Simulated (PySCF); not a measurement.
FHZn. Atoms are numbered in the order given.

```xyz
3

Zn     0.0000     0.0000    -0.3560
H      0.0000     0.0000    -1.8629
F      0.0000     0.0000     1.3936
```

Geometry optimised at PBE0-D3(BJ)/def2-TZVP.

Calculation: PBE0-D3(BJ)/def2-TZVP (PySCF 2.14.0).

Frequencies are harmonic and unscaled.

Modes within 1.5 cm⁻¹ of each other (mostly degenerate sets) share a row, with their intensities summed.

Computed harmonic wavenumbers and intensities:
| mode | ν (cm⁻¹) | IR (km/mol) | Raman (Å⁴/amu) | depolarisation | moving atoms (share of kinetic energy) |
|---|---|---|---|---|---|
| 1–2 | 474 | 180.0 | 5.8 | 0.75 | H 92 % |
| 3 | 661 | 59.9 | 4.9 | 0.24 | F 78 %, Zn 22 % |
| 4 | 2010 | 45.3 | 120.1 | 0.14 | H 98 % |
